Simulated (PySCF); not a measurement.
Molecule: SMILES C=[CH][AlH2-][NH3+], C2H8AlN.

Cartesian coordinates in Å; atom numbers follow the order of the lines, from 1:
```xyz
12

C     2.1418    0.3220    0.2368
C     1.0614   -0.2749    0.7665
Al   -0.4001   -0.9906   -0.3541
N    -1.7400    0.5922   -0.2273
H     2.2664    0.4284   -0.8499
H     2.9658    0.7245    0.8426
H     1.0558   -0.3437    1.8665
H    -1.3272   -2.1622    0.2389
H    -0.1155   -0.9479   -1.9365
H    -2.5782    0.4490   -0.7922
H    -1.2880    1.4483   -0.5524
H    -2.0405    0.7545    0.7348
```

Geometry PBE0-D3(BJ)/def2-SVP throughout; GIAO in PySCF 2.14.0 with density-fitted response routines, gas phase, one conformer, non-relativistic; equivalent atoms averaged; functional PBE0.

For orientation, pcSseg-2 gives these absolute shieldings σ: C2 21.6, C1 33.6, Al3 420.9, N4 231.7, H7 24.33, H6 24.55, H5 24.87, H10/H11/H12 29.53, H8/H9 27.12 ppm.

A run gave: C2 54.7, C1 59.3, Al3 470.3, N4 240.6, H7 25.51, H6 25.74, H5 25.79, H10/H11/H12 30.78, H8/H9 27.25 ppm (absolute shieldings σ).

Which basis set was used in that run?
A. pcSseg-1
B. 6-31G*
C. pcSseg-0
D. 6-31G
E. STO-3G

Answers

B. C1 tells them apart best: 6-31G* gives 59.3, STO-3G gives 122.1, pcSseg-1 gives 36.4, pcSseg-0 gives 39.7, 6-31G gives 62.6 ppm.
